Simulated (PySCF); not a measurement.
## Nuclear quadrupole coupling in `C=C/C(Cl)=C/C(=O)Cl`

C5H4Cl2O.
Atom-mapped SMILES: `[CH2:1]=[CH:2]/[C:3]([Cl:4])=[CH:5]/[C:6](=[O:7])[Cl:8]` (hydrogens: H9, H10 on C1; H11 on C2; H12 on C5)

Structure used (GFN2-xTB), in Å, numbered top down from 1:
```xyz
12
C5H4Cl2O angstrom
C     -2.5013   -0.1178    0.1680
C     -1.2912   -0.2378   -0.3705
C     -0.0473    0.0922    0.2964
Cl    -0.1402    0.6846    1.8952
C      1.1487   -0.0617   -0.3223
C      2.4242    0.2461    0.2792
O      2.6841    0.6667    1.3611
Cl     3.7539   -0.0935   -0.8644
H     -2.6386    0.2462    1.1719
H     -3.3865   -0.3813   -0.3834
H     -1.1744   -0.6056   -1.3804
H      1.1698   -0.4388   -1.3326
```

Field gradients from the PBE0/pcSseg-1 density (PySCF, non-relativistic), principal values in atomic units, ordered |Vxx| ≤ |Vyy| ≤ |Vzz|:

```json
{"atom": "Cl4", "Vxx": "-1.4558", "Vyy": "-2.4787", "Vzz": "3.9345"}
{"atom": "O7", "Vxx": "0.4946", "Vyy": "1.0719", "Vzz": "-1.5665"}
{"atom": "Cl8", "Vxx": "-1.1407", "Vyy": "-2.0692", "Vzz": "3.2099"}
```

Q: Find the asymmetry η = (Vxx − Vyy)/Vzz and the couplings χ = eQV/h (234.96 MHz × Q in barn × V in au), with Q(35Cl) = −0.0817 b, Q(17O) = −0.0256 b.

A: 
```csv
atom,environment,nucleus,η,χzz (MHz),χxx (MHz),χyy (MHz)
Cl4,vinyl chlorine,35Cl,0.26,-75.53,27.95,47.58
O7,carbonyl oxygen,17O,0.37,9.42,-2.98,-6.45
Cl8,chlorine bonded to C,35Cl,0.29,-61.62,21.90,39.72
```

Q: What is Vzz at Cl4 in SI units (1 au = 9.71736 × 10²¹ V/m²)?

A: 3.9345 au = 38.233 × 10²¹ V/m².

Q: And the gradient at the other heavy atoms, for which no coupling is worked out here?

A: 
```json
{"atom": "C1", "environment": "terminal =CH2 carbon", "Vzz (au)": "0.422", "η": "0.16"}
{"atom": "C2", "environment": "alkene CH carbon", "Vzz (au)": "0.265", "η": "0.88"}
{"atom": "C3", "environment": "vinylic C–Cl carbon", "Vzz (au)": "-0.434", "η": "0.10"}
{"atom": "C5", "environment": "alkene CH carbon", "Vzz (au)": "0.158", "η": "0.81"}
{"atom": "C6", "environment": "acyl halide carbon", "Vzz (au)": "-0.434", "η": "0.46"}
```

Q: What couplings would deuterons (Q(2H) = 0.00286 b) have in place of the hydrogens, at this geometry?

A: 
| atom | bonded to | bond length (Å) | Vzz (au) | η | χzz (kHz) |
| --- | --- | --- | --- | --- | --- |
| H9 | C1 | 1.077 | 0.3288 | 0.04 | 221 |
| H10 | C1 | 1.076 | 0.3354 | 0.03 | 225 |
| H11 | C2 | 1.081 | 0.3212 | 0.09 | 216 |
| H12 | C5 | 1.079 | 0.3229 | 0.12 | 217 |

Geometry: GFN2-xTB, one conformer, isolated molecule. GFN2-xTB bond lengths can be off by several hundredths of an ångström, more for odd bonds, and the gradients follow them. A larger basis could move these couplings by a tenth or more.
